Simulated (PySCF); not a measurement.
Molecule: 2-methylpentanoic acid (CCC[C@H](C)C(=O)O, C6H12O2).

Cartesian coordinates in Å; atom numbers follow the order of the lines, from 1:
```xyz
20

C    -2.790    0.604   -0.053
C    -1.320    0.767   -0.419
C    -0.520   -0.490   -0.085
C     0.959   -0.354   -0.452
C     1.696   -1.687   -0.284
C     1.627    0.655    0.457
O     1.499    0.716    1.650
O     2.429    1.488   -0.222
H    -3.347    1.507   -0.292
H    -3.229   -0.225   -0.602
H    -2.896    0.406    1.011
H    -0.902    1.617    0.126
H    -1.233    0.981   -1.487
H    -0.943   -1.342   -0.621
H    -0.593   -0.691    0.986
H     1.065   -0.005   -1.483
H     1.239   -2.446   -0.913
H     1.642   -2.011    0.753
H     2.743   -1.587   -0.565
H     2.868    2.106    0.385
```

Frames of a GFN2-xTB Langevin trajectory at 400 K; GIAO PBE0/pcSseg-1 shieldings in PySCF 2.14.0 with density-fitted response routines, gas phase, non-relativistic; equivalent atoms averaged within each frame.

Referencing at the same level of theory: ¹³C (σref 186.93), ¹H (σref 31.72) vs TMS; H2O for ¹⁷O (σref 336.08). The references are static minima.

Task: How do the shifts (ppm) fluctuate along the trajectory?

Result: 
```tsv
time (fs)	C6	C3	C4	C1	C2	C5	O7	O8	H20	H14
optimised geometry	182.5	40.2	43.5	17.0	26.5	22.8	416.3	214.0	6.00	1.07
250	176.4	61.7	49.8	27.5	27.1	17.8	413.9	227.9	6.93	4.31
425	186.9	41.8	45.9	27.7	34.5	29.2	458.8	239.4	7.34	2.21
625	183.8	43.2	41.9	11.8	19.4	21.2	437.5	225.0	5.38	1.58
800	193.8	42.3	47.4	15.5	33.2	30.0	480.2	219.6	6.47	1.55
1000	180.6	26.6	48.5	15.3	36.5	25.1	403.1	207.3	5.78	-0.03
mean of frames	184.3	43.1	46.7	19.6	30.1	24.7	438.7	223.8	6.38	1.92
standard deviation	6.6	12.5	3.0	7.5	7.0	5.2	31.7	11.8	0.80	1.57
```

5 frames give an uncertainty of the mean of about the standard deviation over 2.2 at best, since frames this close in time may not be independent; classical motion lacks zero-point vibration, and the reference would need the same averaging.
